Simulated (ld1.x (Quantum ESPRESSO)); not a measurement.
# Before and after: TM potential for selenium (Se)

- Element: selenium (Se)
- Generator: ld1.x (Quantum ESPRESSO) 7.5
- Type: norm-conserving Troullier–Martins (Kleinman–Bylander form)
- Functional: LDA (PZ)
- Relativity: scalar-relativistic
- Frozen core: [Ar] 3d10
- Valence charge: 6
- Reference configuration: 4s2 4p4
- Partial waves: 4s (bound): rc 1.50 bohr; 4d channel at -0.1 Ry: rc 1.60 bohr; 4p (bound): rc 1.30 bohr
- Local potential: the p channel
- Core correction: none

All-electron outer shells of the reference configuration (LDA (PZ), scalar-relativistic, ld1.x):

| shell | level (eV) | outermost node (bohr) | outermost maximum (bohr) |
| --- | --- | --- | --- |
| 3p | -152.70 | 0.21 | 0.50 |
| 3d | -53.39 | – | 0.45 |
| 4s | -17.49 | 0.70 | 1.51 |
| 4p | -6.66 | 0.74 | 1.80 |

Change: core correction a·sin(br)/r model core inside 0.84 bohr.

Cutoffs: the cutoffs (Ry, on a coarse ladder) from which the occupation-weighted sum of valence levels, in a spherical-Bessel basis at the reference potential, stays within 10 and 1 mRy of its value at 400 Ry; they do not see the model core or the augmentation charge, which bear on the density cutoff. Errors are all-electron minus pseudo energies relative to the spin-unpolarised reference configuration.

How do hardness, ghosts and transferability respond?

The potential gets neither clearly harder nor softer (60 Ry and 110 Ry → 60 Ry and 110 Ry); both files keep a bound ghost (d, s); of the 9 tests that both files solve, the error grows in 0 and shrinks in 6 by more than 15 % and 0.3 meV (median size 20.2 → 3.1 meV). Exchange and correlation are not linear in the density, so unscreening with the valence charge alone errs where core and valence overlap; a model core restores that term. A model core, the more so a compact one, raises the density cutoff, which this test does not measure.

| quantity | base | changed |
| --- | --- | --- |
| cutoff, loose | 60 Ry | 60 Ry |
| cutoff, tight | 110 Ry | 110 Ry |
| bound ghosts | s, d | s, d |
| error for 4s2 4p3, meV [ΔE 11.01 eV] | +2.9 | -0.9 |
| error for 4s2 4p2, meV [ΔE 31.57 eV] | +20 | -8.6 |
| error for 4s2 4p1, meV [ΔE 62.72 eV] | +67 | -49 |
| error for 4s1 4p4, meV [ΔE 22.59 eV] | +20 | -3.1 |
| error for 4s2 4p3.5, meV [ΔE 4.39 eV] | +0.3 | -0.3 |
| error for 4s2 4p4.3, meV [ΔE -1.64 eV] | +0.5 | +0.3 |
| error for 4s2 4p0, meV [ΔE 105.30 eV] | +176 | -184 |
| error for 4s2 4p4 (spin-polarised), meV [ΔE -0.59 eV] | +80 | -1.3 |
| error for 4s2 4p3 (spin-polarised), meV [ΔE 9.37 eV] | +255 | -9.2 |
| s: phases at 1.74 bohr within 0.05 rad from the reference energy up to (Ry; the scan ends near 5) | to the end of the scan | to the end of the scan |
| p: phases at 1.74 bohr within 0.05 rad from the reference energy up to (Ry; the scan ends near 5) | 4.0 | 4.0 |
| d: phases at 1.74 bohr within 0.05 rad from the reference energy up to (Ry; the scan ends near 5) | 2.4 | 2.4 |

 A true bound ghost makes a file unfit for plane-wave use even where its test errors are small: the radial tests pick states by their node count and pass the ghost by.
